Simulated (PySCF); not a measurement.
Fractional electron number in Mn (manganese, neutral)

The 4s beta orbital of [Ar] 3d5 4s2 is emptied in steps (occupation f), with all orbitals relaxed, ending at [Ar] 3d5 4s1. Computed with PySCF 2.14 in aug-pcseg-2, with no relativity, point nucleus. The exact energy is a straight line in f; departures are measured from the line between the end points of the same method.

```tsv
f	UHF (eV)	LDA (eV)	PBE (eV)
1	0.000	0.000	0.000
0.75	0.031	-0.545	-0.517
0.5	0.038	-0.729	-0.690
0.25	0.027	-0.547	-0.514
0	0.000	0.000	0.000
```

```
method  E(f=0) − E(f=1) (eV)  −ε at f=1 (eV)  −ε at f=0.5 (eV)
   UHF                 5.973           6.149             5.963
   LDA                 7.487           4.593             7.481
   PBE                 7.158           4.411             7.158
```

Orbital energy along the path (eV):

```
   f     UHF      LDA     PBE
   1  -6.149   -4.593  -4.411
0.75  -6.046   -6.023  -5.773
 0.5  -5.963   -7.481  -7.158
0.25  -5.895   -8.949  -8.570
   0  -5.836  -10.309  -9.229
```

Reference removal energy between the ground levels: 7.434 eV (measured; NIST Atomic Spectra Database, ionization energies). UHF lacks correlation.
